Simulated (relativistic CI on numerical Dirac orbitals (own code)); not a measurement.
# Sm I: q coefficients and field-shift factors

Method of calculation: Dirac-Coulomb-Breit CI, separate exchange-only KLI orbitals for each configuration, valence Slater integrals scaled by 0.85, P86 correlation energy added to each configuration, derivatives by finite differences, QED left out (own radial code, finite nucleus).

Configuration list (outside the closed core [Xe]): 4f⁶6s², 4f⁴6s²7s², 4f⁵6s7s². The list is cut by size and lacks configurations that can hold low levels.

With x = (α/α₀)² − 1 an excitation energy changes as ω = ω₀ + qx; K = 2q/ω₀ is the relative enhancement. Terms are leading LS components, so labels can repeat. The field-shift factor is F = δν/δ⟨r²⟩ for the transition from the lowest level.

Lowest level 4f⁶6s² ⁷F0.

```tsv
Level	ω₀ (cm⁻¹)	q (cm⁻¹)	F (GHz/fm²)
4f⁶6s² ⁷F1	308.0	478.3	0.00592
4f⁶6s² ⁷F2	853.9	1208	0.0159
4f⁶6s² ⁷F3	1564.1	2021	0.0279
4f⁶6s² ⁷F4	2382.7	2826	0.0405
4f⁶6s² ⁷F5	3270.3	3579	0.0522
4f⁶6s² ⁷F6	4198.4	4251	0.062
4f⁶6s² ⁵D0	14040.4	-3592	0.542
4f⁶6s² ⁵D1	15378.0	-1763	0.578
4f⁶6s² ⁵D2	17354.1	205.1	0.63
4f⁶6s² ⁵D3	19726.0	2114	0.69
4f⁶6s² ⁵L6	19781.4	-1182	0.733
4f⁶6s² ⁵L7	20624.4	11.17	0.742
4f⁶6s² ⁵L8	21379.5	917.6	0.748
```

For a near-neutral ion this model can misplace configurations by up to about 10,000 cm⁻¹ (more where the count of f electrons changes) and terms by 10 to 25 % of their spread. Rates follow the energies as ν³ (E1, M1) or ν⁵ (E2), so they and the lifetimes can be off by large factors. The fine structure of a lone outer electron comes out too small, for d and f at times inverted, and misplaced configurations move strength between like terms.

Which transition from the lowest level has the largest |K|?

4f⁶6s² ⁷F1 at 308.0 cm⁻¹, K = 3.11.
